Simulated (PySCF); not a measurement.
Two species compared at the same levels of theory.

First species: C₅H₅FO₂.
SMILES: `C=C(F)/C=C\C(=O)O`

Second species: C6H7OP.
SMILES: `C=CC1=C[P@H](=O)C=C1`

Levels: PBE0/def2-SVPD for dipole moment, HOMO energy, LUMO energy, HOMO–LUMO gap, static isotropic polarisability and electronic spatial extent ⟨r²⟩ about the centre of nuclear charge; TDDFT PBE0/def2-SVPD for lowest singlet excitation; TDA PBE0/def2-SVPD for lowest triplet excitation (Tamm–Dancoff); GFN2-xTB for rotational constant A and rotational constant C. Geometries: GFN2-xTB. Each species is one conformer at its optimised geometry, gas phase, non-relativistic unless stated. Electronic properties by PySCF.

The conformers computed, where there is a choice (atom-mapped SMILES and torsion angles):
- `[CH2:1]=[C:2]([F:3])/[CH:4]=[CH:5]\[C:6](=[O:7])[OH:8]`: C1–C2–C4–C5 169°, C4–C5–C6–O7 123°, H–O8–C6–C5 178°
- `[CH2:1]=[CH:2][C:3]1=[CH:4][P@H:5](=[O:6])[CH:7]=[CH:8]1`: C1–C2–C3–C4 -172°

```json
{"property": "dipole moment", "column X": "5.12 D", "column Y": "2.96 D"}
{"property": "HOMO energy", "column X": "-7.16 eV", "column Y": "-7.35 eV"}
{"property": "LUMO energy", "column X": "-2.46 eV", "column Y": "-1.82 eV"}
{"property": "HOMO–LUMO gap", "column X": "4.70 eV", "column Y": "5.53 eV"}
{"property": "lowest singlet excitation", "column X": "3.81 eV", "column Y": "4.89 eV"}
{"property": "lowest triplet excitation (Tamm–Dancoff)", "column X": "2.34 eV", "column Y": "2.99 eV"}
{"property": "static isotropic polarisability", "column X": "97.0 au", "column Y": "73.4 au"}
{"property": "electronic spatial extent ⟨r²⟩ about the centre of nuclear charge", "column X": "1251 bohr²", "column Y": "961 bohr²"}
{"property": "rotational constant A", "column X": "5.297 GHz", "column Y": "4.363 GHz"}
{"property": "rotational constant C", "column X": "0.907 GHz", "column Y": "1.238 GHz"}
```

Question: Which column belongs to which species?

Answer: Column X is the second species and column Y the first. The first has 13 atoms and 60 electrons, the second 15 and 66.

Question: How does each property change from the first species to the second?

Answer: dipole moment +2.16 D; HOMO energy +0.19 eV; LUMO energy -0.64 eV; HOMO–LUMO gap -0.83 eV; lowest singlet excitation -1.08 eV; lowest triplet excitation (Tamm–Dancoff) -0.65 eV; static isotropic polarisability +23.6 au; electronic spatial extent ⟨r²⟩ about the centre of nuclear charge +290 bohr²; rotational constant A +0.934 GHz; rotational constant C -0.331 GHz.

On the first: No computed singlet falls in the visible range (750 to 380 nm, 1.65 to 3.26 eV); S1 lies 1.63 eV above its blue end. In wavenumbers S1 is 39400 cm⁻¹ (1 eV = 8065.54 cm⁻¹).

On the second: S1 lies 0.89 eV below the HOMO–LUMO gap; its leading configuration is HOMO→LUMO, weight 0.83. The principal polarisabilities are 62.8, 85.5 and 142.6 au; their mean is the isotropic value.
